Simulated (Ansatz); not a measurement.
`[OH][Cd][Cl]` + `O[SiH3]` → `[OH][Cd][O][SiH3]` + HCl at 500 K and 1 bar (ligand exchange at a Cd–Cl bond).

Computed with Ansatz on PBE0-D4/def2-TZVP structures; ΔE is electronic, products minus reactants. CCSD(T)/CBS is the MP2 limit (def2-TZVPP, def2-QZVPP) plus CCSD(T) − MP2 in def2-TZVPP, frozen cores. This one scheme is used for every species. Elements past krypton have def2 core potentials. For Cd outer-core shells are correlated without core-valence functions, which leaves a few kJ/mol of doubt a bond. Each species was taken in one conformer, which may not be the lowest.

```
            species  CCSD(T)/CBS energy (Eh)  H − E (kJ/mol)  S (J/(mol·K))
     `[OH][Cd][Cl]`               -703.31715            63.9          333.1
          `O[SiH3]`               -366.69042           127.5          292.9
`[OH][Cd][O][SiH3]`               -609.59049           153.6          435.0
                HCl               -460.38127            32.5          201.9
```

H − E and S are ideal-gas, rigid-rotor, harmonic terms from PBE0-D4/def2-TZVP, for one conformer and one mirror image of each species. 1 Eh = 2625.50 kJ/mol, R = 8.31446 J/(mol·K).

By hand: ΔE, ΔH, ΔS and ΔG.

ΔE = (-609.59049) + (-460.38127) − (-703.31715) − (-366.69042) = 0.03581 Eh = 94.0 kJ/mol. Δ(H − E) = 153.6 + 32.5 − 63.9 − 127.5 = -5.3, so ΔH = 88.7 kJ/mol. ΔS = 435.0 + 201.9 − 333.1 − 292.9 = 10.9 J/(mol·K). ΔG = 88.7 − 500 × (10.9)/1000 = 83.2 kJ/mol.

By hand: the equilibrium constant, and the temperature at which ΔG would vanish if ΔH and ΔS stayed fixed.

log₁₀ K = −ΔG/(RT ln 10) = -8.7. ΔG = 0 at ΔH/ΔS = 8138 K, far beyond where these terms or the molecules hold.

The number of gas molecules stays the same, so ΔS is small and ΔH decides. A doubt of 5 kJ/mol in ΔE shifts log₁₀ K by 0.5 here. Other conformers and mirror images would add mixing entropy, several J/(mol·K) or more a flexible species. Modes under 60 cm⁻¹, often nearly free rotors, make the harmonic entropy too high. These are equilibria of isolated gas molecules and say nothing of rates. Largest T1 diagnostic: 0.016 (customary marks: 0.02 for closed shells, 0.045 for open ones).
